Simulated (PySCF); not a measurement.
H2Si2 (SMILES [Si]=[SiH2]), singlet, at a GFN2-xTB geometry.

The PySCF input:
```python
from pyscf import gto, scf, dft

mol = gto.Mole()
mol.atom = '''
    Si   -0.924080    0.235043    0.078485
    Si    1.185323   -0.255263   -0.129047
    H    -2.081109    1.113487   -0.181784
    H    -1.576299   -0.830409    0.889656
'''
mol.basis = 'cc-pvdz'
mol.charge = 0
mol.spin = 0
mol.verbose = 5
mol.build()

mf = dft.RKS(mol)
mf.xc = 'lc_wpbe'
mf.kernel()
```

**Question.** Estimate the HOMO energy that LC-WPBE/cc-pVDZ (PySCF) returns for this input.

**Answer.** -8.18 eV

**Question.** Give the HOMO-LUMO gap at the level LC-WPBE/cc-pVDZ.

**Answer.** 6.97 eV

**Question.** What number of basis functions does LC-WPBE/cc-pVDZ give?

**Answer.** 46

**Question.** Predict the total energy from LC-WPBE/cc-pVDZ.

**Answer.** -579.8576 Eh

**Question.** Estimate the Mulliken (on the basis functions themselves) charges in atom order that LC-WPBE/cc-pVDZ returns for this input.

**Answer.** Si1 -0.05, Si2 0.07, H3 0.00, H4 -0.02
